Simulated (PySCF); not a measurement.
## Shifts of the heteroatoms

Molfile (atoms numbered from 1):
```
C8H14Si
     RDKit          3D

 23 24  0  0  0  0  0  0  0  0999 V2000
    1.1119    1.6867   -1.0649 C   0  0  0  0  0  0  0  0  0  0  0  0
    1.1752    0.4027   -0.7207 C   0  0  0  0  0  0  0  0  0  0  0  0
    2.4072   -0.3980   -1.0299 C   0  0  0  0  0  0  0  0  0  0  0  0
    0.0635   -0.2698   -0.0083 C   0  0  1  0  0  0  0  0  0  0  0  0
   -1.2827    0.3161   -0.3203 C   0  0  0  0  0  0  0  0  0  0  0  0
   -2.5147   -0.0278    0.4606 C   0  0  0  0  0  0  0  0  0  0  0  0
   -1.9265    1.3450    0.5621 C   0  0  0  0  0  0  0  0  0  0  0  0
    0.0859   -1.8058    0.1304 C   0  0  0  0  0  0  0  0  0  0  0  0
    0.4504   -0.9311    1.7485 Si  0  0  0  0  0  4  0  0  0  0  0  0
    1.9300    2.1737   -1.5683 H   0  0  0  0  0  0  0  0  0  0  0  0
    0.2541    2.2992   -0.8532 H   0  0  0  0  0  0  0  0  0  0  0  0
    2.7884   -0.8935   -0.1385 H   0  0  0  0  0  0  0  0  0  0  0  0
    2.1875   -1.1629   -1.7751 H   0  0  0  0  0  0  0  0  0  0  0  0
    3.1859    0.2478   -1.4281 H   0  0  0  0  0  0  0  0  0  0  0  0
   -1.4315    0.4522   -1.3885 H   0  0  0  0  0  0  0  0  0  0  0  0
   -2.4316   -0.6840    1.3128 H   0  0  0  0  0  0  0  0  0  0  0  0
   -3.4415   -0.1474   -0.0816 H   0  0  0  0  0  0  0  0  0  0  0  0
   -1.4144    1.6054    1.4768 H   0  0  0  0  0  0  0  0  0  0  0  0
   -2.4548    2.1699    0.1074 H   0  0  0  0  0  0  0  0  0  0  0  0
   -0.8817   -2.2700   -0.0093 H   0  0  0  0  0  0  0  0  0  0  0  0
    0.8555   -2.3432   -0.4030 H   0  0  0  0  0  0  0  0  0  0  0  0
   -0.5483   -0.9072    2.8016 H   0  0  0  0  0  0  0  0  0  0  0  0
    1.8276   -0.8311    2.1996 H   0  0  0  0  0  0  0  0  0  0  0  0
  1  2  2  0
  2  3  1  0
  2  4  1  0
  4  5  1  1
  5  6  1  0
  6  7  1  0
  4  8  1  0
  8  9  1  0
  9  4  1  0
  7  5  1  0
  1 10  1  0
  1 11  1  0
  3 12  1  0
  3 13  1  0
  3 14  1  0
  5 15  1  0
  6 16  1  0
  6 17  1  0
  7 18  1  0
  7 19  1  0
  8 20  1  0
  8 21  1  0
  9 22  1  0
  9 23  1  0
M  END
```

- geometry: GFN2-xTB
- NMR shieldings at PBE0/pcSseg-1/GIAO
- program: PySCF 2.14.0 with density-fitted response routines
- in vacuum, single conformer, fast rotation and ring inversion assumed for equivalent nuclei, relativity neglected

Task: What are the 29Si shifts?

Result: 
| atoms | environment | σ (ppm) | δ (ppm) |
| --- | --- | --- | --- |
| Si9 | silicon bonded to 2 C, 2 H, in a 3-membered ring | 487.6 | -120.8 |

Shieldings were converted by a linear fit to measured shifts: 29Si: δ = 279.94 − 0.822σ (rms 8.9 ppm, 72 shifts, 25.8 ppm with the 6 outliers that the fit left out vs TMS, solution or neat liquid). Occasional misses reach two or three times the rms, and more in compound classes unlike the fitted ones.

On a 300 MHz spectrometer 29Si resonates near 59.6 MHz, so 1 ppm is 59.6 Hz.
